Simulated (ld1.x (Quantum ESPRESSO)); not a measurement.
**What one change does to a pseudopotential (mercury, RRKJ)**

Hg, norm-conserving RRKJ (Kleinman–Bylander form), made with ld1.x (Quantum ESPRESSO) 7.5 (PBEsol, scalar-relativistic). Core [Xe] 4f14, reference 5d10 6s1.5 6p0.5. Waves: 6s (bound): rc 2.15 bohr; 5d (bound): rc 1.95 bohr; 6p (bound): rc 2.35 bohr. Local part: the p channel. Core correction: Bessel-smoothed model core inside 1.45 bohr. rho0 = 0.001.

Change: type TM; local potential the s channel; rho0 0.

Cutoffs: the cutoffs (Ry, on a coarse ladder) from which the occupation-weighted sum of valence levels, in a spherical-Bessel basis at the reference potential, stays within 10 and 1 mRy of its value at 400 Ry; they do not see the model core or the augmentation charge, which bear on the density cutoff. Errors are all-electron minus pseudo energies relative to the spin-unpolarised reference configuration.

**Question.** What does the change do?

**Answer.** The potential gets harder (40 Ry and 45 Ry → 50 Ry and 70 Ry); of the 7 tests that both files solve, the error grows in 0 and shrinks in 3 by more than 15 % and 0.3 meV (median size 55.0 → 46.5 meV); the range in which the s phases agree widens (upper end 0.7 → 3.1); neither file shows a bound ghost. Several settings change at once here, so the effects cannot be laid on one of them.

```csv
quantity,base,changed
"cutoff, loose",40 Ry,50 Ry
"cutoff, tight",45 Ry,70 Ry
loose cutoff by channel (10 mRy a level),"s 15 Ry, d 35 Ry, p 6 Ry","p 6 Ry, d 40 Ry, s 8 Ry"
bound ghosts,none,none
"error for 5d10 6s2 6p0, meV [ΔE -3.00 eV]",0.0,+0.2
"error for 5d10 6s1 6p0, meV [ΔE 7.74 eV]",-7.5,-7.7
"error for 5d10 6s0 6p0, meV [ΔE 26.74 eV]",-55,-46
"error for 5d9 6s2 6p0, meV [ΔE 12.54 eV]",-89,-79
"error for 5d8 6s0 6p0, meV [ΔE 112.08 eV]",-819,-539
"error for 5d9 6s0 6p0, meV [ΔE 62.30 eV]",-236,-137
"error for 5d10 6s1 6p1, meV [ΔE 3.13 eV]",-1.8,-1.6
s: phases at 2.55 bohr within 0.05 rad from the reference energy up to (Ry; the scan ends near 5),0.7,3.1
p: phases at 2.55 bohr within 0.05 rad from the reference energy up to (Ry; the scan ends near 5),2.5,3.3
d: phases at 2.55 bohr within 0.05 rad from the reference energy up to (Ry; the scan ends near 5),0.7,1.2
```
